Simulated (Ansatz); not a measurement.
The same molecule with X = B, Al, Ga, In. Ansatz, PBE0-D4/def2-TZVP geometries, multiplicity 1. Each molecule was computed in one conformer, which needn't be the lowest.

Elements past krypton have def2 core potentials. Scalar relativity is left out up to krypton.

| X | molecule | mean X–Se bond length / Å | HOMO energy (ωB97M-V/def2-TZVPP) / eV | LUMO energy (PBE0/def2-TZVPP) / eV | HOMO–LUMO gap (ωB97M-V/def2-TZVPP) / eV |
| --- | --- | --- | --- | --- | --- |
| Al | `[SeH][Al]([SeH])[SeH]` | 2.314 | -9.43 | -1.04 | 10.12 |
| Ga | `[SeH][Ga]([SeH])[SeH]` | 2.324 | -9.38 | -1.35 | 9.83 |
| In | `[SeH][In]([SeH])[SeH]` | 2.500 | -9.35 | -1.92 | 9.22 |

Q: Give the row for X = B, `[SeH]B([SeH])[SeH]`. (An estimate is asked.)

A: The calculation gave: 
| X | molecule | mean X–Se bond length / Å | HOMO energy (ωB97M-V/def2-TZVPP) / eV | LUMO energy (PBE0/def2-TZVPP) / eV | HOMO–LUMO gap (ωB97M-V/def2-TZVPP) / eV |
| --- | --- | --- | --- | --- | --- |
| B | `[SeH]B([SeH])[SeH]` | 1.938 | -9.20 | -1.09 | 10.04 |

From B to In the mean X–Se bond length rises at each step, by 0.562 Å in all; the HOMO energy (ωB97M-V/def2-TZVPP) isn't monotonic: highest at B, lowest at Al; the LUMO energy (PBE0/def2-TZVPP) isn't monotonic: highest at Al, lowest at In; the HOMO–LUMO gap (ωB97M-V/def2-TZVPP) isn't monotonic: highest at Al, lowest at In. Bonds lengthen as the atom grows down the group.

Spin–orbit coupling is left out; it splits and shifts lone-pair levels of the heavy atoms by tenths of an eV.
